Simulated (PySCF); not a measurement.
Excitation energy of Al by level of theory

Al [Ne] 3s2 3p1 (2P) → Al [Ne] 3s2 3d1 (2D), as a difference of total energies. Computed with PySCF 2.14 in aug-cc-pwCVDZ, with no relativity, point nucleus. Correlated levels: valence and next inner shell: 1s2 frozen. The calculations carry no spin-orbit coupling.

```csv
method,excitation energy (cm⁻¹)
UHF,39906
MP2 (valence and next inner shell),39679
SCS-MP2 (valence and next inner shell),39536
CCSD (valence and next inner shell),36760
CCSD(T) (valence and next inner shell),35094
```

Errors of the correlated levels include the incompleteness of this basis and the frozen core.

The promoted electron is Rydberg-like, and one or two diffuse shells describe it only roughly, which tends to raise the upper state.

The coupled-cluster amplitudes are large for the upper state (T1 above 0.03 or a double amplitude above 0.15), so a single reference is strained.

For comparison: 32362 cm⁻¹ (measured; NIST levels, between the centres of gravity of the two terms).
